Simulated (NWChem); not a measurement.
Molecule: C4H4O2; SMILES O1C(OC=C1)=C

All runs: NWChem. Medium grid unless said otherwise, to which SCAN and Minnesota functionals are sensitive. Coordinates come from a B3LYP/6-31G* (spherical d) optimisation. B3LYP is NWChem's, with the RPA form of VWN correlation.

Q: Order these by “orbital gap (eV)”, lowest first: CAM-B3LYP/def2-TZVP; Hartree-Fock/def2-TZVP; r2SCAN/def2-TZVP; B3LYP/def2-TZVP.

A: r2SCAN/def2-TZVP (4.35), B3LYP/def2-TZVP (5.62), CAM-B3LYP/def2-TZVP (8.52), Hartree-Fock/def2-TZVP (12.49)
